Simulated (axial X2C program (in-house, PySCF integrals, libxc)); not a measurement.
**What spin–orbit coupling does to ScH⁻**

Calculated with an in-house relativistic program for diatomic molecules. Spin-free means the one-electron spin-free X2C Hamiltonian; two-component (2c) means X2C with spin–orbit coupling and atomic mean-field two-electron Coulomb and Gaunt terms, so the difference of the two also holds small scalar two-electron terms. Basis: Sc dyall-acv3z [11s12p8d5f2g], H dyall-av3z [7s3p2d] (cores contracted in-house); Gaussian nuclei, density fitting, unrestricted open shells. Masses: Sc 44.956 u, H 1.008 u.

Spin-free state: M_S = 1/2, Λ = 2 (beyond evenly filled blocks: δ+α); fragments Sc + H- for PBE0, CCSD, CCSD(T), BHandHLYP; Sc- + H for HF.

```
    level  Re (Å)  ωe (cm⁻¹)  De (eV)  μ (D)
     PBE0   1.930     1256.0    2.358   2.53
       HF   2.011     1188.2      n/a   4.77
     CCSD   2.010     1230.1    2.200    n/a
  CCSD(T)   2.006     1235.1    2.224    n/a
BHandHLYP   1.958     1235.3    2.126   2.12
```

Correlated methods: 13 electrons correlated (number of frozen shells: Sc 2 s, 1 p; H none), 269 virtual spin orbitals or spinors in MP2, 90 natural virtuals in coupled cluster.

Dipoles are positive if H is the positive end and refer to the centre of mass.

Question: Within this multiplet, which Ω should lie lowest by the rule for regular and inverted multiplets?

Answer: The open δ shell holds one electron, so the multiplet is regular: Ω = Λ − 1/2 = 3/2. The PBE0 2c search agrees, though Ω = 5/2 of the search lies only 0.02 eV higher.

Two-component determinant lowest at the distance of the search:

Ω = 3/2 (⟨Sz⟩ = -0.50, ⟨Lz⟩ = 2.00 at HF); fragments Sc + H- for PBE0, CCSD, CCSD(T), BHandHLYP; Sc- + H for HF.

```csv
level,Re (Å),ωe (cm⁻¹),De (eV),μ (D)
PBE0,1.930,1255.8,2.366,2.53
HF,2.012,1187.9,n/a,4.76
CCSD,2.010,1230.9,2.202,n/a
CCSD(T),2.006,1236.1,2.225,n/a
BHandHLYP,1.958,1235.0,2.134,2.12
```

Question: From the two tables, how do the constants change at the CCSD(T) level (2c against spin-free)?

Answer: At the CCSD(T) level Re is unchanged within 0.001 Å and ωe goes up by 1.0 cm⁻¹; De changes by 0.001 eV.

The state is one determinant whose occupation by symmetry is held fixed; it was picked as the lowest of a PBE0 search that is not exhaustive. De is counted from the lowest determinant-based energies of the atoms at the same level, without counterpoise correction. De is not given where an atomic determinant may have missed its ground term or J level, or where the truncated virtual space spoils (T). Density functionals use the spin component along the axis (collinear). CCSD and (T) use frozen natural virtuals with an MP2 correction for the truncation; (T) itself is uncorrected, so its De runs slightly low. The 2c atoms are single determinants rather than J levels; their spin–orbit lowering is only partly caught, and De is too large by that part. This holds for PBE0, BHandHLYP. PBE0 can misorder states that lie within some tenths of an eV, so this need not be the ground state of the molecule. The nearest other spin-free determinant of the search, M_S = 1/2, Λ = 1, lies 0.15 eV up at the distance of the search. The functionals have no current-density term, which raises determinants with orbital currents, atoms included. The highest occupied level of some functionals is positive through self-interaction error; at Hartree–Fock it is bound. The determinant is spin-polarised beyond a pure state at some levels (its spin-free form has ⟨S²⟩ too high), which makes Re and μ there less reliable. The T1 diagnostic is large, a sign of multireference character.
